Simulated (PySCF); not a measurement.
Input of a run (PBE0-D3(BJ)/def2-SVP geometry optimisation, gas phase (PySCF 2.14.0)), started from GFN2-xTB:
```
{"job": {"xc": "PBE0", "basis": "def2-SVP", "d3": "d3bj", "grid": 1, "kind": "geom"}, "charge": 0, "multiplicity": 1}
C      2.359100    -0.263420     0.489660
O      1.036760    -0.292690     0.936410
Si    -0.340630     0.007800     0.102620
C     -0.457910     1.831210    -0.460110
C     -1.654780    -0.458600     1.386540
C     -0.457090    -1.079680    -1.463730
H      2.660900     0.753910     0.228730
H      2.490450    -0.902710    -0.386480
H      2.993820    -0.629800     1.297480
H     -1.443790     2.070230    -0.846500
H      0.257710     2.047320    -1.249900
H     -0.255290     2.515210     0.359420
H     -1.603160     0.185750     2.257000
H     -2.651090    -0.373840     0.967850
H     -1.523120    -1.479970     1.727950
H      0.444070    -0.994190    -2.065370
H     -0.580620    -2.128380    -1.210600
H     -1.292860    -0.795530    -2.094260
```

Output (energies in Eh, forces in Eh/bohr):
```
step   0  E = -523.77317841  max force = 0.026343
step   1  E = -523.77754837  max force = 0.010391
step   2  E = -523.77785632  max force = 0.002283
step   3  E = -523.77801518  max force = 0.002337
step   4  E = -523.77807493  max force = 0.002758
step   5  E = -523.77813968  max force = 0.001399
step   6  E = -523.77817547  max force = 0.001176
step   7  E = -523.77821349  max force = 0.001502
step   8  E = -523.77823563  max force = 0.001534
step   9  E = -523.77824758  max force = 0.000620
step  10  E = -523.77825438  max force = 0.000420
optimisation converged
```

**Question.** Summarise the run.

**Answer.** The energy falls by 3.2 kcal/mol over 11 energy and gradient evaluations, the largest force component goes from 0.0263 to 4.2e-04 Eh/bohr, and the atoms move by 0.150 Å rms after alignment. The bond that changes most is O2–Si3 (silyl ether oxygen to oxygen-bound silicon), which lengthens by 0.040 Å. Bonds longer at the end by more than 0.005 Å: 13 of 17; shorter: 3. Among the angles that change most is C1–O2–Si3, from 129.0° to 125.1°. Among the dihedrals that turn most is C5–Si3–C6–H16, from -165° to -178°. The energy never rose by more than 1e-6 Eh on the way. The first step brought 86 % of the lowering.

**Question.** What are the final bond lengths?

**Answer.** C1–O2 1.393 Å, O2–Si3 1.678 Å, Si3–C4 1.878 Å, Si3–C5 1.867 Å, Si3–C6 1.878 Å, C1–H7 1.107 Å, C1–H8 1.107 Å, C1–H9 1.102 Å, C4–H10 1.102 Å, C4–H11 1.102 Å, C4–H12 1.101 Å, C5–H13 1.101 Å, C5–H14 1.101 Å, C5–H15 1.101 Å, C6–H16 1.102 Å, C6–H17 1.101 Å, C6–H18 1.102 Å. Numbering counts from 1 in the input's order; the species is `CO[Si](C)(C)C`.

The run used 148 basis functions and 65 SCF cycles in all.

Whether it is a minimum is left open (no frequencies).
